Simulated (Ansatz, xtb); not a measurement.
**Ligand exchange: SiH(CH3)F2 + CH6S2Si → Si(CH3)(SiH3)F2 + CH4S2**

Gas-phase species: SiH(CH3)F2, singlet; CH6S2Si `CSS[SiH3]`, singlet; Si(CH3)(SiH3)F2, singlet; CH4S2 (methyl hydrodisulfide) `CSS`, singlet. The partners trade H for SiH3: Si–H and S–SiH3 bonds give way to Si–SiH3 and S–H.

Shapes, held fixed at every level: PBE0-D4/def2-TZVP. Flexible molecules stand in one conformer, not always the lowest. Programs: Ansatz 0.2.0, xtb 6.7.1. The zero-point and thermal change to 298 K, harmonic and unscaled (PBE0-D4/def2-TZVP), is -1.7 kJ/mol.

(1) Estimate ΔH(298 K) of this reaction.

## Answers

(1) The highest level, CCSD(T)/CBS estimate, gives ΔH(298 K) = +69.7 kJ/mol; the levels span +54.5 to +222.9. GFN0-xTB strays far from the other rows. The column of differences is taken from that level and isn't an error. No measured value is set beside it here. The CBS estimate extrapolates MP2 from def2-TZVPP and def2-QZVPP and adds CCSD(T) − MP2 in the triple-zeta set, cores frozen.

```json
{"level": "GFN0-xTB", "kind": "semi-empirical", "ΔH(298 K) (kJ/mol)": "+222.9", "less CCSD(T)/CBS estimate": "+153.2"}
{"level": "PBE-D4/def2-TZVPP", "kind": "GGA", "ΔH(298 K) (kJ/mol)": "+54.5", "less CCSD(T)/CBS estimate": "-15.2"}
{"level": "r2SCAN-D4/def2-TZVPP", "kind": "meta-GGA", "ΔH(298 K) (kJ/mol)": "+63.6", "less CCSD(T)/CBS estimate": "-6.1"}
{"level": "B3LYP-D4/def2-TZVPP", "kind": "global hybrid", "ΔH(298 K) (kJ/mol)": "+63.1", "less CCSD(T)/CBS estimate": "-6.6"}
{"level": "wB97M-V/def2-TZVPP", "kind": "range-separated hybrid", "ΔH(298 K) (kJ/mol)": "+69.0", "less CCSD(T)/CBS estimate": "-0.7"}
{"level": "B2PLYP/def2-TZVPP", "kind": "double hybrid", "ΔH(298 K) (kJ/mol)": "+67.6", "less CCSD(T)/CBS estimate": "-2.1"}
{"level": "CCSD/def2-SVP", "kind": "coupled cluster or CI", "ΔH(298 K) (kJ/mol)": "+66.1", "less CCSD(T)/CBS estimate": "-3.6"}
{"level": "CCSD(T)/def2-TZVPP", "kind": "coupled cluster or CI", "ΔH(298 K) (kJ/mol)": "+67.5", "less CCSD(T)/CBS estimate": "-2.2"}
{"level": "CCSD(T)/CBS estimate", "kind": "coupled cluster or CI", "ΔH(298 K) (kJ/mol)": "+69.7", "less CCSD(T)/CBS estimate": "0.0"}
```
